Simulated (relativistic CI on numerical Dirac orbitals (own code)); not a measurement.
## Co3+ in a cubic cluster: 2p photoemission with charge transfer

Computed with a charge-transfer multiplet model of a cubic metal-ligand cluster with up to 2 ligand holes, Slater and spin-orbit integrals from Dirac-Coulomb-Breit ions, Slater integrals scaled by 0.8. The ground state mixes d6 with configurations of k ligand holes L, whose averages lie at kΔ + k(k − 1)U_dd/2; a core hole lowers each added d electron by U_cd. 300 K, Lorentzian 0.6 eV and Gaussian 0.8 eV FWHM.

Atomic integrals in eV (Slater integrals scaled, ζ unscaled), ground: F2dd 10.085, F4dd 6.299, zeta_d 0.071; with the core hole: F2dd 11.456, F4dd 7.196, zeta_d 0.102, zeta_core 9.658, F2cd 6.863, G1cd 5.283, G3cd 3.006.

Cluster parameters (eV): Δ = 2.8, U_dd = 6.8, U_cd = 8.8, 10Dq = 1.75, 10Dq(ligand) = 1.1, final-state hopping factor = 0.9.

| Case | n_d | d6 | d7L | d8L2 | S |
| --- | --- | --- | --- | --- | --- |
| V(eg) = 2.15 eV, V(t2g) = -0.97 eV | 6.49 | 0.55 | 0.41 | 0.04 | 0.04 |
| V(eg) = 2.45 eV, V(t2g) = -1.1 eV | 6.53 | 0.52 | 0.43 | 0.05 | 0.03 |
| V(eg) = 3.35 eV, V(t2g) = -1.5 eV | 6.64 | 0.44 | 0.47 | 0.08 | 0.02 |

Weights, n_d and S are thermal averages at 300 K. Binding energies count from the first peak over 30 % of the highest in each spectrum, which can be another peak from case to case. The parameters are a model scan and need not match a compound or its usual spin state. Peaks in eV (height, largest 100):
- V(eg) = 2.15 eV, V(t2g) = -0.97 eV: 0.0 (100), 3.4 (16), 6.1 (13), 8.3 (14), 10.2 (20), 12.1 (8), 15.2 (48), 16.6 (18), 21.2 (5), 24.8 (11)
- V(eg) = 2.45 eV, V(t2g) = -1.1 eV: 0.0 (100), 3.6 (13), 7.0 (9), 11.1 (15), 15.2 (50), 16.8 (15), 25.6 (9)
- V(eg) = 3.35 eV, V(t2g) = -1.5 eV: 0.0 (100), 3.5 (9), 12.3 (11), 15.2 (49), 17.1 (10), 27.4 (6)

For the case V(eg) = 2.45 eV, V(t2g) = -1.1 eV, Δ = 2.8 eV is smaller than U_dd = 6.8 eV, the charge-transfer side of the Zaanen-Sawatzky-Allen scheme. With the core hole the average of the configuration with one ligand hole lies at Δ − U_cd = -6.0 eV before mixing: it lies below the unscreened one, so the lowest final states are mostly screened and the unscreened weight appears at higher binding energy as a satellite.
